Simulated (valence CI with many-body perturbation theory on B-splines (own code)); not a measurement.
# Level structure of Tl9+

Computed by valence CI with perturbative core correlation (CI+MBPT): four valence electrons over a frozen Dirac-Fock core [Xe] 4f14, a basis of 9 s, 9 p, 10 d, 8 f, 5 g, 3 h, 1 i functions for each j, with the one-electron correlation potential Σ1, the two-electron term Σ2, the three-electron term Σ3, Breit, model QED; selected CI, second order for the rest, scaled by the run's own slope (own B-spline code, finite nucleus).

No measured spectrum was set against this ion. As an estimate, terms of the open shell hold to 2 to 4 % of their energy, and close levels can change places. Core correlation moves these levels by up to 17000 cm⁻¹, and in measured spectra 5 to 20 % of such shifts remained as error; rates that hang on mixing are uncertain with them. Only levels of the ground parity were solved; by the run's estimate the other parity begins above the list, which can be wrong where configurations are misplaced.

Levels 1 to 45 of 67, with energies above the lowest level, (5d3/2^4) J=0. "Leading %" is the weight of the configuration and term that name the level; weights of strongly mixed levels are sums over their largest components and can fall short. In the jj column 3d3/2^4 stands for four electrons in 3d with j = 3/2. Lifetimes count E1, E2, E3, M1 and M2 decay at the calculated energies, and are blank where another channel may lead or the interval is too uncertain; long ones can be off by a factor of two.

```csv
No.,Configuration,Term,J,E (cm⁻¹),Leading %,Leading jj,Lifetime,Second component
1,5d4,3P,0,0,47,5d3/2^4 (89 %),,46 % 5d4 5D
2,5d4,5D,1,14676,75,5d3/2^3 5d5/2 (91 %),9.44 ms,24 % 5d4 3P
3,5d4,5D,2,24162,80,5d3/2^3 5d5/2 (54 %),29.5 ms,6 % 5d4 3P
4,5d4,5D,3,29543,64,5d3/2^3 5d5/2 (55 %),198 ms,17 % 5d4 3F
5,5d4,3F,4,29622,31,5d3/2^3 5d5/2 (85 %),,28 % 5d4 5D
6,5d4,5D,0,42516,51,5d3/2^2 5d5/2^2 (86 %),1.34 ms,32 % 5d4 3P
7,5d4,3H,4,44492,44,5d3/2^2 5d5/2^2 (80 %),7.70 ms,40 % 5d4 5D
8,5d4,3G,3,48619,58,5d3/2^2 5d5/2^2 (61 %),4.91 ms,22 % 5d4 5D
9,5d4,3F,2,49227,46,5d3/2^2 5d5/2^2 (62 %),2.75 ms,22 % 5d4 1D
10,5d4,3H,5,52760,72,5d3/2^2 5d5/2^2 (99 %),10.9 ms,28 % 5d4 3G
11,5d4,3P,1,54697,61,5d3/2^2 5d5/2^2 (80 %),2.54 ms,23 % 5d4 3D
12,5d4,3H,6,56566,61,5d3/2^2 5d5/2^2 (95 %),1.74 s,39 % 5d4 1I
13,5d4,3G,4,61101,64,5d3/2^2 5d5/2^2 (91 %),17.9 ms,28 % 5d4 1G
14,5d4,3D,2,62194,42,5d3/2^2 5d5/2^2 (88 %),14.6 ms,33 % 5d4 3P
15,5d4,3F,3,62897,41,5d3/2^2 5d5/2^2 (81 %),5.37 ms,39 % 5d4 3D
16,5d4,3F,4,69464,42,5d3/2 5d5/2^3 (64 %),2.07 ms,26 % 5d4 5D
17,5d4,1D,2,74927,34,5d3/2^2 5d5/2^2 (64 %),1.71 ms,32 % 5d4 3F
18,5d4,3F,3,74990,47,5d3/2 5d5/2^3 (86 %),1.52 ms,22 % 5d4 3G
19,5d4,3G,5,79855,72,5d3/2 5d5/2^3 (99 %),3.53 ms,28 % 5d4 3H
20,5d4,3D,1,80799,73,5d3/2 5d5/2^3 (86 %),1.11 ms,18 % 5d4 3P
21,5d4,1I,6,81921,61,5d3/2 5d5/2^3 (95 %),3.56 ms,39 % 5d4 3H
22,5d4,3F,4,84719,50,5d3/2^2 5d5/2^2 (73 %),3.57 ms,38 % 5d4 1G
23,5d4,3P,2,87464,61,5d3/2^2 5d5/2^2 (53 %),3.22 ms,23 % 5d4 3D
24,5d4,1S,0,90489,60,5d3/2 5d5/2^3 (81 %),1.63 ms,39 % 5d4 3P
25,5d4,1F,3,92847,48,5d3/2 5d5/2^3 (90 %),2.11 ms,29 % 5d4 3D
26,5d4,3F,2,93884,53,5d3/2^2 5d5/2^2 (48 %),1.86 ms,36 % 5d4 3P
27,5d4,3F,3,107220,71,5d3/2 5d5/2^3 (98 %),2.58 ms,25 % 5d4 1F
28,5d4,3P,1,107710,95,5d3/2 5d5/2^3 (94 %),1.44 ms,
29,5d4,1G,4,108380,61,5d5/2^4 (53 %),962 μs,26 % 5d4 3F
30,5d4,1D,2,109830,47,5d5/2^4 (46 %),1.48 ms,23 % 5d4 3F
31,5d4,3P,0,111500,63,5d3/2^2 5d5/2^2 (57 %),2.59 ms,34 % 5d4 1S
32,5d4,3F,4,113220,45,5d3/2 5d5/2^3 (60 %),1.25 ms,41 % 5d4 1G
33,5d4,1D,2,131760,76,5d3/2 5d5/2^3 (39 %),955 μs,10 % 5d4 3D
34,5d4,1S,0,161470,80,5d5/2^4 (57 %),501 μs,19 % 5d4 3P
35,5d3.6s,5F,1,281020,75,5d3/2^3 6s (80 %),6.77 μs,21 % 5d3.6s 3D
36,5d3.6s,5F,2,285640,57,5d3/2^3 6s (75 %),5.09 μs,17 % 5d3.6s 3D
37,5d3.6s,5F,3,299480,84,5d3/2^2 5d5/2 6s (88 %),5.83 μs,7 % 5d3.6s 3D
38,5d3.6s,5F,2,304560,34,5d3/2^2 5d5/2 6s (74 %),4.07 μs,26 % 5d3.6s 3F
39,5d3.6s,5F,4,308160,69,5d3/2^2 5d5/2 6s (70 %),5.59 μs,21 % 5d3.6s 3G
40,5d3.6s,5P,1,310550,59,5d3/2^2 5d5/2 6s (91 %),4.99 μs,28 % 5d3.6s 3P
41,5d3.6s,3F,2,311670,43,5d3/2^2 5d5/2 6s (98 %),3.48 μs,37 % 5d3.6s 5P
42,5d3.6s,5F,5,312670,40,5d3/2^2 5d5/2 6s (80 %),4.90 μs,40 % 5d3.6s 3G
43,5d3.6s,3G,3,316390,47,5d3/2^2 5d5/2 6s (90 %),3.62 μs,45 % 5d3.6s 3F
44,5d3.6s,3H,4,318850,45,5d3/2^2 5d5/2 6s (94 %),3.80 μs,24 % 5d3.6s 1G
45,5d3.6s,1P,1,319440,32,5d3/2^2 5d5/2 6s (81 %),3.44 μs,32 % 5d3.6s 3P
```

The ionisation energy to 5d3 4F_3/2 of the next ion comes out as 158.5 eV (NIST: 158 ± 2.2 eV (theoretical)). All 67 levels together are meant to be complete up to 367890 cm⁻¹.
